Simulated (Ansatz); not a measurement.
Basis sets compared for Cd₁₃H₃₄S₁₃. Total charge 0; singlet. Geometry PBE-D4/def2-SVP. Ansatz on 11 threads of AMD EPYC 7R13 on a shared host and a whole NVIDIA H100 80GB HBM3; times are rough, and most runs start from earlier orbitals.

```xyz
60

Cd    1.876    3.950    3.718
S    -0.019    2.221    4.520
S     3.435    1.931    2.427
Cd    1.997    3.408    0.551
S     2.714    1.047   -2.472
Cd   -1.029    1.245    2.435
S    -3.517    1.418    1.803
S    -0.010    1.709    0.187
Cd   -1.368    3.298   -1.410
Cd    1.339   -1.470   -4.748
S    -0.401    0.670   -3.850
Cd   -4.032    3.683    0.234
S    -3.524    1.578   -1.866
Cd    4.364   -0.449    2.446
S     5.327   -0.492   -0.232
Cd    1.284   -2.746    3.327
S    -0.934   -1.372    3.089
S     2.108   -1.447    1.277
Cd    0.755   -0.409   -0.890
Cd    3.294   -3.800   -2.101
S     1.010   -2.366   -2.397
Cd   -2.438   -3.036    1.498
S    -2.072   -1.395   -0.333
Cd   -4.529   -0.133   -0.227
Cd   -1.251   -3.106   -3.824
S    -3.885   -0.597   -4.426
H     1.267    4.354    1.960
H     2.712    4.835    4.906
H    -0.989    3.150    4.750
H     1.783   -0.277    5.076
H     4.607    2.621    2.495
H     2.888    3.635   -0.912
H     2.779    2.255   -1.761
H     3.914    0.611   -1.981
H    -4.289    1.403    2.924
H    -4.396   -1.279    3.029
H    -0.734    4.072   -2.790
H     2.249   -1.092   -6.116
H    -0.486    1.702   -4.737
H    -1.678    0.213   -4.118
H    -2.304    4.161    0.077
H    -5.688    4.017    0.307
H    -4.581    2.181   -2.478
H     5.261   -1.463    3.471
H     6.562   -1.060   -0.121
H     4.704   -1.739   -0.514
H     2.404   -0.720    5.191
H     1.726   -3.992    4.366
H    -1.497   -1.424    4.329
H     2.793   -2.421    0.578
H     3.315   -4.942   -3.353
H     3.934   -2.974   -0.677
H    -4.711   -1.949    3.244
H    -2.949   -4.485    2.178
H    -2.271   -2.299   -1.356
H    -5.917   -1.085   -0.018
H    -0.460   -2.684   -5.327
H    -2.455   -3.600   -2.727
H    -3.975   -1.654   -5.287
H    -4.014   -1.409   -3.342
```

In the def2 sets Cd takes a core potential; there is no spin–orbit coupling. Single mean-field runs in def2-SVP, def2-TZVP are fitted with def2-universal-jkfit. In the singlet geometry the species has come apart into loosely held pieces. In the singlet, H36 and H53 lie 0.77 Å apart, H30 and H47 lie 0.77 Å apart (atoms count from 1), so H2 has formed as a molecule.

Binding counts from free atoms (Cd singlet, S triplet, H doublet) in the same basis, without a counterpoise term.

```tsv
level	functions	energy (Eh)	HOMO (eV)	LUMO (eV)	binding per atom (eV)	wall time
PBE-D4/def2-SVP	807	-7373.8966	-5.96	-2.58	2.19	4.1 s
PBE0-D4/def2-SVP	807	-7374.2657	-7.03	-1.84	2.19	6 s
```

(1) Estimate the rows for PBE-D4/def2-TZVP (with forces), PBE0-D4/def2-TZVP (with forces).

Answers

(1) 
```json
{"level": "PBE-D4/def2-TZVP (with forces)", "functions": "1205", "energy (Eh)": "-7376.2110", "HOMO (eV)": "-5.98", "LUMO (eV)": "-2.66", "binding per atom (eV)": "2.16", "wall time": "7.5 s"}
{"level": "PBE0-D4/def2-TZVP (with forces)", "functions": "1205", "energy (Eh)": "-7376.5330", "HOMO (eV)": "-7.03", "LUMO (eV)": "-1.90", "binding per atom (eV)": "2.16", "wall time": "13 s"}
```
